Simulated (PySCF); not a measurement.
Ga(I)2(OH) (GaHI2O), SMILES [I][Ga]([OH])[I].

The structure is a stationary point at B3LYP-D3(BJ)/def2-SVP. The def2 effective core potentials stand for the cores of I; spin–orbit coupling is left out. One conformer was computed; it need not be the lowest.

Two levels are set side by side: PBE/def2-TZVP (PySCF) and CAM-B3LYP/def2-TZVP (PySCF). Same geometry, gas phase. Differences are taken from unrounded values.

| quantity | CAM-B3LYP | PBE | PBE minus CAM-B3LYP |
|---|---|---|---|
| orbital gap (eV) | 7.84 | 3.74 | -4.10 |
| highest occupied level (eV) | -9.10 | -6.73 | 2.37 |
| lowest empty level (eV) | -1.26 | -2.99 | -1.73 |
| dipole moment (D) | 1.17 | 1.07 | -0.10 |
| mean polarisability (bohr³) | 95.3 | 100.9 | 5.6 |

PBE's occupied levels lie high since its potential decays too fast outside the molecule; exact exchange lowers them and widens the gap. Loosely held outer electrons make PBE densities more polarisable. Differences between two approximate levels are no errors against the true value.

Rough cost on one machine, each run with all the roots and properties that it gave: CAM-B3LYP against PBE within a factor of 2.
